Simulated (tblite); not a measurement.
F2Mg, charge -1, doublet, geometry from GFN2-xTB (such geometries of metal compounds can be far from the true shape) (a state made from the parent by changing its charge; the spin is typed, not shown lowest); GFN1-xTB run with tblite.

tblite was given this input:
```
$ tblite run mol.xyz --method gfn1 --charge -1 --spin 1 --spin-polarized --json tblite.json --no-restart

# file mol.xyz
3

Mg     0.00000000     0.00000000     0.00000000
F      0.00000000     0.00000000     1.79816197
F     -0.00000000    -0.00000000    -1.79816197
```

Problem. Predict the main parts of the log of this tblite run.

Solution. 
```
xTB calculator
 | screened Coulomb repulsion
 | Coulomb electrostatics
 |  * isotropic Klopman-Ohno-Mataga-Nishimoto electrostatics
 |  * onsite third-order electrostatics
 | DFT-D3(BJ) dispersion correction
 | Interactions (1)
 | [1] spin polarization

halogen bonding energy    0.0000000000000E+00 Eh
repulsion energy          6.2087844383172E-03 Eh
dispersion energy        -2.7913874573938E-04 Eh
interaction energy        0.0000000000000E+00 Eh
number of electrons       1.7000000000000E+01 e
integral cutoff           4.0000000000000E+01 bohr

------------------------------------------------------------
  cycle        total energy    energy error   density error
------------------------------------------------------------
      1     -11.22540037002  -1.1231330E+01   5.5246474E-01
      2     -11.25234264235  -2.6942272E-02   3.1058534E-01
      3     -11.25381955125  -1.4769089E-03   1.0363937E-01
      4     -11.26071008892  -6.8905377E-03   5.8760617E-02
      5     -11.26302215784  -2.3120689E-03   1.6109129E-02
      6     -11.26318858581  -1.6642797E-04   4.6534184E-03
      7     -11.26319528594  -6.7001308E-06   3.0157891E-03
      8     -11.26320071677  -5.4308297E-06   5.2453703E-04
      9     -11.26320082885  -1.1207125E-07   2.6832305E-04
     10     -11.26320087127  -4.2429363E-08   1.1639121E-05
------------------------------------------------------------

electronic energy        -1.1269130516967E+01 Eh
total energy             -1.1263200871274E+01 Eh

Post processing:
 | Mayer-Wiberg bond orders

[Info] JSON dump of results written to 'tblite.json'
```
